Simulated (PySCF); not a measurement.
C6H6B2F2.
SMILES: `Bc1ccccc1B(F)F`

The closed-shell SCF was solved with PySCF and density fitting under several settings on one GFN2-xTB geometry (grid level 2 and gas phase unless stated).

```json
{"settings": "PBE0/pcSseg-1", "basis functions": "200", "SCF cycles": "14", "E (Eh)": "-481.1559", "HOMO (eV)": "-7.43", "LUMO (eV)": "-1.63", "dipole (D)": "2.12"}
{"settings": "PBE0/def2-SVPD", "basis functions": "254", "SCF cycles": "14", "E (Eh)": "-480.8706", "HOMO (eV)": "-7.43", "LUMO (eV)": "-1.66", "dipole (D)": "2.15"}
{"settings": "PBE0/def2-SVP, start guess atom, energy threshold 1e-07 Eh", "basis functions": "170", "SCF cycles": "9", "E (Eh)": "-480.8518", "HOMO (eV)": "-7.36", "LUMO (eV)": "-1.52", "dipole (D)": "2.02"}
{"settings": "WP04/6-31G, IEF-PCM water", "basis functions": "102", "SCF cycles": "14", "E (Eh)": "-492.1557", "HOMO (eV)": "-8.30", "LUMO (eV)": "-3.42", "dipole (D)": "3.30"}
{"settings": "KT2/def2-SVPD", "basis functions": "254", "SCF cycles": "16", "E (Eh)": "-489.1574", "HOMO (eV)": "-6.43", "LUMO (eV)": "-2.48", "dipole (D)": "2.08"}
```

Task: Estimate the rows for these settings: (1) HCTH407/6-31G, IEF-PCM chloroform, start guess vsap; (2) PBE0/pcSseg-1, damping 0.2 at the start, DIIS from the seventh cycle, fitting basis def2-qzvpp-jkfit; (3) HF/def2-SVPD, start guess vsap, fitting basis def2-universal-jkfit.

Result: 
```csv
settings,basis functions,SCF cycles,E (Eh),HOMO (eV),LUMO (eV),dipole (D)
"HCTH407/6-31G, IEF-PCM chloroform, start guess vsap",102,14,-481.5471,-6.30,-2.24,2.78
"PBE0/pcSseg-1, damping 0.2 at the start, DIIS from the seventh cycle, fitting basis def2-qzvpp-jkfit",200,15,-481.1560,-7.43,-1.63,2.12
"HF/def2-SVPD, start guess vsap, fitting basis def2-universal-jkfit",254,13,-478.7183,-9.33,1.86,2.36
```

Task: Over all rows, what range does the HOMO–LUMO gap span?

Result: From 3.95 eV (KT2/def2-SVPD) to 11.19 eV (HF/def2-SVPD, start guess vsap, fitting basis def2-universal-jkfit). The functional of the narrowest has no exact exchange, that of the widest 100 % exact exchange.

Task: And the dipole moment?

Result: From 2.02 D (PBE0/def2-SVP, start guess atom, energy threshold 1e-07 Eh) to 3.30 D (WP04/6-31G, IEF-PCM water); the largest is 1.63 times the smallest, and the median is 2.13 D.

Task: Compare two rows with the functional PBE0: PBE0/def2-SVP, start guess atom, energy threshold 1e-07 Eh and PBE0/def2-SVPD. Which energy is lower, and by how much?

Result: PBE0/def2-SVPD (254 functions) lies 0.0188 Eh or 11.8 kcal/mol below PBE0/def2-SVP, start guess atom, energy threshold 1e-07 Eh (170 functions).

Cycle counts include a coarse-grid stage where the run had one. KT2 and WP04 were designed for NMR shieldings or shifts; total energies of different functionals aren't comparable. Geometry: GFN2-xTB; no vibrations or thermal averaging.

Shape of the structure used: `[BH2:1][c:2]1[cH:3][cH:4][cH:5][cH:6][c:7]1[B:8]([F:9])[F:10]`: C6–C7–B8–F9 180°.
